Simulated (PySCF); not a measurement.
Compound: C7H11FO.
Numbering: `[CH3:1][C@@H:2]1[CH2:3][C@H:4]2[O:5][C@H:6]2[C@H:7]1[CH2:8][F:9]` (hydrogens: H10, H11, H12 on C1; H13 on C2; H14, H15 on C3; H16 on C4; H17 on C6; H18 on C7; H19, H20 on C8)

Method: PBE0-D3(BJ)/def2-SVP geometry optimisation, gas phase (PySCF 2.14.0); density fitting, grid level 1; the optimiser is geomeTRIC in internal coordinates, started from a GFN2-xTB structure with every atom displaced at random (about 0.01 Å).

Geometry at step 1:
```
atom  x, y, z in Å
C1      1.4377   -1.3804    0.7180
C2      0.9288   -0.0013    0.3367
C3      0.4564    0.8461    1.5286
C4     -0.5462    1.8058    0.9329
O5     -0.0963    2.3847   -0.2839
C6     -0.9867    1.2810   -0.3569
C7     -0.2630   -0.0143   -0.6459
C8      0.1565   -0.1497   -2.0905
F9     -0.9416   -0.3059   -2.9048
H10     0.6384   -1.9710    1.1879
H11     2.2717   -1.3132    1.4395
H12     1.7984   -1.9451   -0.1630
H13     1.7489    0.5613   -0.1514
H14    -0.0673    0.2215    2.2749
H15     1.2871    1.3505    2.0431
H16    -1.1473    2.4594    1.5689
H17    -1.9717    1.4894   -0.7956
H18    -0.9396   -0.8561   -0.4057
H19     0.8306   -1.0128   -2.2344
H20     0.6952    0.7706   -2.3977
```

Problem. What forces act on the atoms?

Solution. 
| atom | Fx (eV/Å) | Fy (eV/Å) | Fz (eV/Å) |
| --- | --- | --- | --- |
| C1 | 0.147 | -0.020 | -0.072 |
| C2 | 0.191 | 0.049 | -0.098 |
| C3 | -0.228 | 0.008 | 0.045 |
| C4 | 0.411 | -0.066 | -0.084 |
| O5 | -0.111 | 0.035 | -0.003 |
| C6 | -0.111 | 0.100 | -0.085 |
| C7 | -0.101 | -0.084 | 0.018 |
| C8 | 0.175 | 0.233 | -0.096 |
| F9 | 0.042 | 0.002 | 0.096 |
| H10 | -0.053 | -0.078 | 0.051 |
| H11 | -0.076 | -0.013 | -0.115 |
| H12 | -0.050 | 0.107 | 0.161 |
| H13 | -0.127 | -0.082 | 0.047 |
| H14 | 0.048 | -0.019 | -0.001 |
| H15 | 0.041 | 0.025 | 0.020 |
| H16 | -0.155 | 0.014 | 0.046 |
| H17 | 0.083 | -0.050 | 0.043 |
| H18 | 0.003 | 0.020 | 0.013 |
| H19 | -0.067 | -0.009 | 0.000 |
| H20 | -0.064 | -0.171 | 0.014 |

The largest, 0.43 eV/Å, acts on C4; the rms over all components is 0.104 eV/Å. The forces sum to zero within rounding, as they must for an isolated molecule in no field.

Problem. Give the force on C4 in Eh/bohr and in nN.

Solution. 0.425 eV/Å ÷ 51.422 = 0.00827 Eh/bohr, and 0.425 eV/Å × 1.602 = 0.68 nN.

Problem. How far is this geometry from the end of the optimisation?

Solution. 0.011 eV above it, and 0.049 Å rms away after alignment. The bonds farthest from their final lengths, with half the difference of the two atoms' forces along the bond (positive lengthens):

| bond | now (Å) | final (Å) | force along bond (eV/Å) |
| --- | --- | --- | --- |
| C8–H20 | 1.110 | 1.104 | -0.24 |
| C1–H12 | 1.107 | 1.101 | -0.16 |
| C2–H13 | 1.108 | 1.103 | -0.18 |
| C4–H16 | 1.092 | 1.096 | +0.22 |
| C1–H11 | 1.105 | 1.101 | -0.10 |
| C3–C4 | 1.510 | 1.506 | -0.21 |

The angle farthest from its final value is C6–C4–H16, 124.3° against 122.7°.

The cost below is that of the whole optimisation. On one thread of an Arm Neoverse N1, no GPU, shared host with 64 logical CPUs at a one-minute load of 51, this took 4.1 min and 0.79 GiB of memory at its peak.
